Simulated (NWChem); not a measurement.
**Total energies of methylammonium (CH$_{6}$N (+1))**

```
N
H 1 1.0292
H 1 1.0292 2 106.84
H 1 1.0292 2 106.84 3 114.07
C 1 1.4918 2 111.99 3 -122.96
H 5 1.0964 1 108.79 2 -60.00
H 5 1.0964 6 110.14 1 119.16
H 5 1.0964 6 110.14 7 121.69
```
Charge +1, spin multiplicity 1.

The numbers come from NWChem runs, not from measurements. The geometry was optimised at PBE0/def2-SVP, a minimum by its harmonic frequencies.

Basis set: STO-3G (16 functions).

```
method   total energy (Ha)
-------  -----------------
RHF              -94.45897
MP2              -94.57161
B2PLYP           -94.89239
PBE              -94.92631
B3LYP            -95.05817
PBE0             -94.95728
CCSD(T)          -94.60844
```

Total energies of different functionals aren't comparable as a measure of quality: only differences taken within one method are. 

The correlated methods keep 2 core orbitals frozen. B3LYP has NWChem's definition, with VWN1-RPA local correlation. No row is a measurement; the coupled-cluster row has its own basis-set and correlation limits.
